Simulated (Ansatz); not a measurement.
`CO[SiH2]C` + `[NH2][Mg][OH]` → `C[O][Mg][NH2]` + `CO[SiH3]`  (substitution at a C–Si bond)

Calculated with Ansatz (gas phase, PBE0-D4/def2-TZVP geometries, no zero-point term in ΔE). CCSD(T)/CBS is the MP2 limit (def2-TZVPP, def2-QZVPP) plus CCSD(T) − MP2 in def2-TZVPP, frozen cores. For Mg outer-core shells are correlated without core-valence functions, which leaves a few kJ/mol of doubt a bond. One conformer a species, not always the lowest.

```tsv
species	HF/def2-QZVPP energy (Eh)
`CO[SiH2]C`	-444.32453
`[NH2][Mg][OH]`	-330.80325
`C[O][Mg][NH2]`	-369.83718
`CO[SiH3]`	-405.25800
```

(1) Work out ΔE.

Largest T1 diagnostic among the species: 0.011.

## Answers

(1) ΔE = (-369.83718) + (-405.25800) − (-444.32453) − (-330.80325) = 0.03260 Eh = +85.6 kJ/mol. CCSD(T)/CBS gives +106.7 kJ/mol.

At CCSD(T), def2-SVP lies −29.6 kJ/mol from the extrapolated value and def2-TZVPP −3.6 kJ/mol. Leaving LDA and LC-ωPBE aside and taking each functional with its dispersion term where it has one, the values, not all of them listed here, spread over 9.1 kJ/mol, from BLYP-D4 to r2SCAN0-D4.
